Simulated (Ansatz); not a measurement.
The same path of C$_{2}$H$_{8}$BFGeSi (14 atoms, charge 0, multiplicity 1) was run twice with different band settings.

All numbers below come from Ansatz 0.2.0, RHF/def2-SVP.

Relaxed end points:

```xyz
14
Properties=species:S:1:pos:R:3
B -1.374 0.945 -1.165
C -0.918 0.058 0.027
C -0.162 -1.290 -0.239
Si 1.603 -1.000 0.474
Ge 0.533 1.077 0.998
F 1.046 2.448 0.052
H -0.903 0.811 -2.263
H -2.186 1.813 -0.986
H -1.726 -0.056 0.756
H -0.659 -2.123 0.264
H -0.139 -1.538 -1.302
H 2.006 -1.901 1.580
H 2.688 -0.943 -0.531
H 0.180 1.670 2.363
```

```xyz
14
Properties=species:S:1:pos:R:3
B -1.647 0.906 -0.981
C -0.855 0.029 0.025
C -0.002 -1.188 -0.457
Si 1.567 -1.077 0.643
Ge 0.631 1.119 0.856
F 1.236 2.259 -0.314
H -1.402 0.885 -2.157
H -2.487 1.666 -0.576
H -1.462 -0.230 0.900
H -0.550 -2.132 -0.401
H 0.286 -1.051 -1.502
H 1.472 -1.860 1.899
H 2.879 -1.325 0.005
H 0.319 1.970 2.088
```

Common settings: movable images 7; climbing image yes; spring 5.0 eV/Å²; optimiser quadratic models (default); start path through a guess of the saddle point; end points relaxed.

| run | force threshold | iteration limit |
| --- | --- | --- |
| 1 | 0.05 eV/Å | 55 |
| 2 | 0.2 eV/Å | 60 |

What does each run give, and how far can it be trusted?

Run 1: converged after 18 iterations, highest image 0.000 eV above the first end. The highest image is an end point: on this band no image between the ends rises above it.
Run 2: converged after 11 iterations, highest image 0.016 eV above the first end. The threshold of 0.2 eV/Å is loose, so the images may lie well off the minimum-energy path. A structure lower than the first end lies on the path between it and the top, so the climb from that side starts below the end, which may itself be a saddle point or a shallow side well. The order of the stationary point at the top wasn't checked.
